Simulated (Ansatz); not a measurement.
Calculated with Ansatz (gas phase, PBE0-D4/def2-TZVP geometries, no zero-point term in ΔE). CBS: MP2 limit from def2 TZ/QZ plus the TZ coupled-cluster correction, frozen cores. This one scheme is used for every species, atoms too. Functionals use def2-TZVPP. Open shells (•) are unrestricted, without spin–orbit coupling. Spin–orbit coupling would lower the free atoms: a little for C, Cl, O, Si. Each species was taken in one conformer, which may not be the lowest.

Consider the atomization: `CC[Si](N)(O)Cl` → 2 C• + Cl• + 8 H• + N• + O• + Si•.

```json
{"level": "r2SCAN", "ΔE (kcal/mol)": "1280.3"}
{"level": "CCSD/def2-SVP", "ΔE (kcal/mol)": "1185.1"}
{"level": "HF/def2-QZVPP", "ΔE (kcal/mol)": "937.4"}
{"level": "MP2/CBS(def2)", "ΔE (kcal/mol)": "1305.6"}
```

Q: What does CCSD(T)/CBS give? (Estimate.)

A: The calculation gave: +1284.1 kcal/mol. The listed levels differ from it by -3.8, -99.0, -346.7, 21.5 kcal/mol.

Largest T1 diagnostic among the species: 0.012.

From PBE to PBE0 (25 % exact exchange), in def2-TZVPP and without D4, ΔE moves by −17.8 kcal/mol: exact exchange takes away binding that semilocal exchange gives to molecules. Leaving LDA and LC-ωPBE aside and taking each functional with its dispersion term where it has one, the values, not all of them listed here, spread over 53.1 kcal/mol, from BHLYP-D4 to PBE-D4. LDA lies +165.1 kcal/mol from PBE without D4, its usual overbinding. At CCSD(T), def2-SVP lies −88.0 kcal/mol from the extrapolated value and def2-TZVPP −36.4 kcal/mol: correlation converges slowly with the basis, and small sets miss more of it in the bonded molecule than in its fragments.

For atomizations the MP2-based limit and the directly extrapolated one differ by several kJ/mol either way, and by 10 to 25 for some Ge, Se and Sn compounds, so smaller differences from it don't rank the levels.
